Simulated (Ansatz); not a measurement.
Computed with Ansatz on PBE0-D4/def2-TZVP structures; ΔE is electronic, products minus reactants. CBS: MP2 limit from def2 TZ/QZ plus the TZ coupled-cluster correction, frozen cores. This one scheme is used for every species. DFT in def2-TZVPP. B3LYP here is the variant with VWN-RPA as its local correlation; programs differ in this. Each species was taken in one conformer, which may not be the lowest.

Reaction (hydrogenolysis of the Si–C bond): `C[SiH2]C1CC1` + H₂ → `[SiH3]C1CC1` + CH₄

```json
{"level": "PBE-D4", "ΔE (kJ/mol)": "-23.5", "difference from CCSD(T)/CBS": "1.1"}
{"level": "r2SCAN-D4", "ΔE (kJ/mol)": "-23.9", "difference from CCSD(T)/CBS": "0.7"}
{"level": "PBE0-D4", "ΔE (kJ/mol)": "-25.8", "difference from CCSD(T)/CBS": "-1.2"}
{"level": "ωB97X-V", "ΔE (kJ/mol)": "-27.4", "difference from CCSD(T)/CBS": "-2.8"}
{"level": "ωB97M-V", "ΔE (kJ/mol)": "-25.0", "difference from CCSD(T)/CBS": "-0.4"}
{"level": "PBE", "ΔE (kJ/mol)": "-28.9", "difference from CCSD(T)/CBS": "-4.3"}
{"level": "r2SCAN", "ΔE (kJ/mol)": "-25.6", "difference from CCSD(T)/CBS": "-1.0"}
{"level": "PBE0", "ΔE (kJ/mol)": "-30.6", "difference from CCSD(T)/CBS": "-6.0"}
{"level": "B3LYP", "ΔE (kJ/mol)": "-37.0", "difference from CCSD(T)/CBS": "-12.4"}
{"level": "HF/def2-TZVPP", "ΔE (kJ/mol)": "-48.2", "difference from CCSD(T)/CBS": "-23.6"}
{"level": "MP2/def2-TZVPP", "ΔE (kJ/mol)": "-22.0", "difference from CCSD(T)/CBS": "2.6"}
{"level": "CCSD(T)/def2-TZVPP", "ΔE (kJ/mol)": "-27.2", "difference from CCSD(T)/CBS": "-2.6"}
{"level": "HF/def2-QZVPP", "ΔE (kJ/mol)": "-47.9", "difference from CCSD(T)/CBS": "-23.3"}
{"level": "MP2/def2-QZVPP", "ΔE (kJ/mol)": "-20.4", "difference from CCSD(T)/CBS": "4.2"}
{"level": "MP2/CBS(def2)", "ΔE (kJ/mol)": "-19.4", "difference from CCSD(T)/CBS": "5.2"}
{"level": "CCSD/CBS(def2)", "ΔE (kJ/mol)": "-28.4", "difference from CCSD(T)/CBS": "-3.8"}
{"level": "CCSD(T)/CBS", "ΔE (kJ/mol)": "-24.6", "difference from CCSD(T)/CBS": "0"}
```

Largest T1 diagnostic among the species: 0.009.

The D4 term adds +8.3 kJ/mol with B3LYP and +4.8 kJ/mol with PBE0; it sums over pairs of atoms, weighted by their polarisabilities, and B3LYP, whose exchange is more repulsive, gets the larger term. In def2-TZVPP, CCSD(T) changes the Hartree–Fock value by +21.0 kJ/mol (the triples alone add +3.8 kJ/mol) and MP2 by +26.2 kJ/mol.
